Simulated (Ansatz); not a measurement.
## Ansatz (development build ahead of 0.2.0) run

```yaml
crystal:
  periodic: [false, false, false]
  atoms:
    - { symbol: Cu, position_ang: [0.0, 0.0, 0.0] }
    - { symbol: O, position_ang: [0.0, 0.0, 2.752] }
basis:
  gaussian: { orbitals: def2-SVP }
magnetization:
  spin_polarized: true
  initial_magnetization: 1
hamiltonian:
  xc: pbe0
scf:
  omitted_lower_state_checks: [stability, starts, atomic_configurations, cluster_reference, orbital_swaps, given_window_search, neighbouring_geometries, increment]
output:
  forces: true
```

The input is written out in the form of the current development build from the run's settings.

The run gave:

```yaml
Converged: yes
Total_energy: -1714.94383 hartree
Spin_squared_of_the_determinant: 1.294
```

Forces (eV/Å):
```tsv
atom	Fx	Fy	Fz
Cu1	0.000	0.000	1.309
O2	0.000	0.000	-1.309
```

Caution: the unrestricted determinant is spin contaminated.
